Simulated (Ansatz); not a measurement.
Basis sets compared for In₂₀⁺ (relaxed from a model of In20 tetrahedron, whose bonding it doesn't keep). Charge 1, multiplicity 2. Geometry PBE-D4/def2-SVP. Ansatz on 5 threads of AMD EPYC 7R13 on a shared host and a share (37 GiB) of an NVIDIA H100 80GB HBM3; times are rough, and most runs start from earlier orbitals.

Cartesian coordinates in Å:
```
In 4.868 -1.748 1.611
In 2.833 -1.416 -0.974
In 1.010 -1.363 -3.358
In -1.322 -0.881 -5.472
In 4.222 1.310 0.301
In 1.490 1.273 -1.502
In -1.382 0.469 -2.315
In 1.549 2.835 1.112
In -0.926 3.224 -1.080
In 0.034 5.681 0.865
In 1.970 -3.392 1.526
In -0.125 -2.185 -0.526
In -2.084 -2.705 -2.866
In 1.732 -0.233 1.868
In -0.838 0.719 0.832
In -1.725 3.371 2.205
In -0.828 -2.044 2.439
In -3.061 -1.233 -0.115
In -3.362 0.678 2.552
In -4.057 -2.360 2.898
```

In the def2 sets In takes a core potential; there is no spin–orbit coupling. Single mean-field runs in def2-SVP, def2-TZVP are fitted with def2-universal-jkfit. Another isomer (doublet) lies 0.62 eV lower at PBE0-D4/def2-TZVP; other spin states weren't run for this one.

```json
{"level": "PBE-D4/def2-SVP", "functions": "520", "energy (Eh)": "-3803.4962", "HOMO (eV)": "-6.53", "LUMO (eV)": "-6.35", "wall time": "18 s"}
{"level": "PBE0-D4/def2-SVP", "functions": "520", "energy (Eh)": "-3803.3885", "HOMO (eV)": "-7.01", "LUMO (eV)": "-5.95", "wall time": "30 s"}
```

**Question.** Estimate the rows for PBE-D4/def2-TZVP (with forces), PBE0-D4/def2-TZVP.

**Answer.** 
```json
{"level": "PBE-D4/def2-TZVP (with forces)", "functions": "1000", "energy (Eh)": "-3803.6112", "HOMO (eV)": "-6.52", "LUMO (eV)": "-6.33", "wall time": "21 s"}
{"level": "PBE0-D4/def2-TZVP", "functions": "1000", "energy (Eh)": "-3803.4876", "HOMO (eV)": "-6.99", "LUMO (eV)": "-5.92", "wall time": "54 s"}
```
